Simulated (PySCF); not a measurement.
C2H5ClSi, SMILES C(=C/[SiH3])/Cl.

Coordinates come from a ωB97X-D3(BJ)/def2-SVP optimisation. The structure was generated by enumeration; whether it is a known compound was not checked.

Two levels are set side by side: TDA-PBE/def2-SVPD (PySCF) and TDA-B3LYP/def2-SVPD (PySCF). Vertical, same geometry. The lowest singlet is HOMO−1→LUMO 99 % with PBE and HOMO→LUMO 87 % with the other functional; states are paired by order. Differences are taken from unrounded values.

```csv
quantity,TDA-B3LYP
lowest singlet excitation (eV),6.38
lowest triplet excitation (TDA) (eV),3.95
first bright state (f over 0.05) (eV),6.38
its oscillator strength,0.28
```

**Question.** What does TDA-PBE give, and how far is it from TDA-B3LYP? (An estimate is asked for; the answer gives what the named calculation found.)

**Answer.** 
```
quantity                               TDA-PBE  TDA-PBE minus TDA-B3LYP
-------------------------------------  -------  -----------------------
lowest singlet excitation (eV)            5.87                    -0.51
lowest triplet excitation (TDA) (eV)      3.95                    -0.01
first bright state (f over 0.05) (eV)     6.05                    -0.33
its oscillator strength                   0.21                    -0.07
```

Functionals without exact exchange tend to place singlet excitations lower, as here. Differences between two approximate levels are no errors against the true value.

Rough cost on one machine, each run with all the roots and properties that it gave: TDA-B3LYP against TDA-PBE within a factor of 2.
